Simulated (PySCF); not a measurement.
Choosing a molecule for a target property.

Each SMILES stands for a single optimised conformer of the isolated species (atoms past krypton carry core potentials, spin–orbit coupling is left out); the electronic structure was computed with PySCF and density fitting.

The conformers computed, where there is a choice (atom-mapped SMILES and torsion angles):
- `[CH3:1][CH2:2][C:3](=[O:4])[N:5]([CH3:6])[CH3:7]`: C1–C2–C3–O4 -1°, C2–C3–N5–C6 1°

The conformers of `O=S(=O)(O)C1=C[CH2][GeH2][CH2]1` aren't listed.

Question: Wanted: static isotropic polarisability between 60 au and 80 au (wB97X-D/def2-SVPD) and lowest singlet excitation above 6 eV (TDDFT wB97X-D/def2-SVPD), at PBE0-D3(BJ)/def2-SVP geometries. Which candidate meets both?
A. `[SiH3]N[SiH3]`
B. `[F][Al]([Cl])[Cl]`
C. `CN(C)C(=O)CC`
D. `[H][Sn]([H])([CH3])[NH]C(C)C`
E. `C[C@H]1C=C[Se]C1`
F. `O=S(O)(=O)C1[CH2][GeH2][CH2]C=1`

Answer: A. Computed values:
| species | static isotropic polarisability | lowest singlet excitation |
| --- | --- | --- |
| [F][Al]([Cl])[Cl] | 47.5 au | 7.08 eV |
| [SiH3]N[SiH3] | 63.6 au | 6.27 eV |
| CN(C)C(=O)CC | 73.7 au | 5.86 eV |
| C[C@H]1C=C[Se]C1 | 85.2 au | 4.24 eV |
| [H][Sn]([H])([CH3])[NH]C(C)C | 99.3 au | 5.74 eV |
| O=S(O)(=O)C1[CH2][GeH2][CH2]C=1 | 104.3 au | 6.58 eV |

Question: Wanted: HOMO–LUMO gap above 10.7 eV (wB97X-D/def2-SVPD) and vertical ionisation energy above 9.2 eV (ΔSCF wB97X-D/def2-SVPD), at PBE0-D3(BJ)/def2-SVP geometries. Which candidate meets both?
A. `[SiH2]1[SiH2][SiH2][SiH2][SiH2][SiH2]1`
B. `[SiH3]N[SiH3]`
C. `O=S(=O)(O)C1=C[CH2][GeH2][CH2]1`
D. `CCC(=O)N(C)C`

Answer: B. Computed values:
| species | HOMO–LUMO gap | vertical ionisation energy |
| --- | --- | --- |
| [SiH2]1[SiH2][SiH2][SiH2][SiH2][SiH2]1 | 10.40 eV | 9.51 eV |
| O=S(=O)(O)C1=C[CH2][GeH2][CH2]1 | 10.66 eV | 9.99 eV |
| CCC(=O)N(C)C | 10.81 eV | 8.93 eV |
| [SiH3]N[SiH3] | 10.93 eV | 9.62 eV |

Question: Wanted: HOMO energy above -10 eV (wB97X-D/def2-SVPD) and electronic spatial extent ⟨r²⟩ about the centre of nuclear charge below 600 bohr² (wB97X-D/def2-SVPD), at PBE0-D3(BJ)/def2-SVP geometries. Which candidate meets both?
A. `[SiH2]1[SiH2][SiH2][SiH2][SiH2][SiH2]1`
B. `[SiH3]N[SiH3]`
C. `[F][Al]([Cl])[Cl]`
D. `CCC(=O)N(C)C`

Answer: B. Computed values:
```csv
species,HOMO energy,electronic spatial extent ⟨r²⟩ about the centre of nuclear charge
[F][Al]([Cl])[Cl],-11.64 eV,683 bohr²
[SiH2]1[SiH2][SiH2][SiH2][SiH2][SiH2]1,-9.53 eV,2160 bohr²
[SiH3]N[SiH3],-9.36 eV,484 bohr²
CCC(=O)N(C)C,-8.77 eV,916 bohr²
```
